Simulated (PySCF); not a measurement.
Compound: CH₇BClNSi.
Atom-mapped SMILES: `[NH2:1][BH:2][CH2:3][SiH2:4][Cl:5]` (hydrogens: H6, H7 on N1; H8 on B2; H9, H10 on C3; H11, H12 on Si4)

Method: PySCF 2.14.0, PBE0-D3(BJ)/def2-SVP geometry optimisation, gas phase; density fitting, grid level 1; the optimiser is geomeTRIC in internal coordinates, started from a GFN2-xTB structure with every atom displaced at random (about 0.01 Å).

Step 2: E = -23700.5374 eV
```
atom  x, y, z in Å  |  force x, y, z in eV/Å
N1     -2.0253   -0.0412    0.0648    0.019  -0.261   0.146
B2     -0.9162   -0.1217   -0.7789   -0.155   0.237  -0.077
C3      0.4508   -0.7451   -0.2993   -0.061  -0.078  -0.021
Si4     1.5434    0.4623    0.6048    0.047   0.124  -0.070
Cl5     1.8922    2.1562   -0.5587   -0.027  -0.120   0.082
H6     -2.9400    0.3067   -0.1942    0.166   0.089  -0.150
H7     -2.0208   -0.4417    0.9946    0.012   0.018   0.073
H8     -1.0313    0.3474   -1.8898    0.021  -0.027  -0.012
H9      1.0313   -1.1325   -1.1524   -0.011   0.000  -0.001
H10     0.2964   -1.5800    0.4097    0.010  -0.003   0.013
H11     2.8713   -0.1435    0.9209   -0.008   0.033  -0.003
H12     0.9053    0.9284    1.8693   -0.013  -0.012   0.018
```

Step 3: E = -23700.5442 eV
```
atom  x, y, z in Å  |  force x, y, z in eV/Å
N1     -1.9969   -0.0535    0.0826   -0.167   0.018  -0.199
B2     -0.9120   -0.1244   -0.7894    0.069   0.041   0.220
C3      0.4471   -0.7583   -0.3051    0.062  -0.123  -0.123
Si4     1.5269    0.4557    0.6013   -0.045   0.116   0.019
Cl5     1.8479    2.1458   -0.5620    0.016   0.011  -0.001
H6     -2.8736    0.3714   -0.1919    0.007  -0.042   0.079
H7     -2.0071   -0.4579    1.0110    0.017   0.072  -0.011
H8     -1.0323    0.3502   -1.8975   -0.010  -0.001   0.040
H9      1.0311   -1.1434   -1.1550    0.043  -0.046  -0.024
H10     0.2926   -1.5903    0.4073   -0.023  -0.007  -0.017
H11     2.8640   -0.1155    0.9301    0.023  -0.017   0.000
H12     0.8693    0.9156    1.8596    0.007  -0.023   0.016
```

Question: Estimate the geometry and energy of step 4. (The exact step hangs on the optimiser's Hessian estimate; all steps are aligned on step 3, rigid shifts and turns removed.)

Answer: E = -23700.5477 eV, largest force 0.096 eV/Å
```
atom  x, y, z in Å  |  force x, y, z in eV/Å
N1     -2.0200   -0.0490    0.0764    0.053  -0.066  -0.041
B2     -0.9104   -0.1327   -0.7623    0.050   0.059  -0.056
C3      0.4586   -0.7681   -0.3035   -0.039  -0.072   0.046
Si4     1.5366    0.4552    0.5996   -0.043   0.040   0.021
Cl5     1.8272    2.1560   -0.5546    0.015   0.016  -0.005
H6     -2.8825    0.3804   -0.2295   -0.028  -0.009   0.059
H7     -2.0554   -0.4259    1.0155   -0.006   0.043  -0.001
H8     -1.0238    0.3379   -1.8716   -0.002   0.021  -0.016
H9      1.0356   -1.1456   -1.1628   -0.015  -0.002  -0.011
H10     0.3166   -1.6057    0.4050   -0.003   0.002   0.003
H11     2.8848   -0.1027    0.9079    0.014  -0.013  -0.001
H12     0.8895    0.8957    1.8706    0.005  -0.018   0.004
```

The energy changes by -0.0035 eV. The first-order estimate −F·Δx gives -0.0120 eV and the mean of the old and new forces, exact on a quadratic surface, -0.0040 eV. The step makes an angle of 75° with the force vector and moves no atom by more than 0.058 Å.

The cost below is that of the whole optimisation. Time: 57 s wall; peak memory 0.47 GiB. Hardware: an Arm Neoverse V1 with one thread, no GPU, shared host with 32 logical CPUs at a one-minute load of 25.
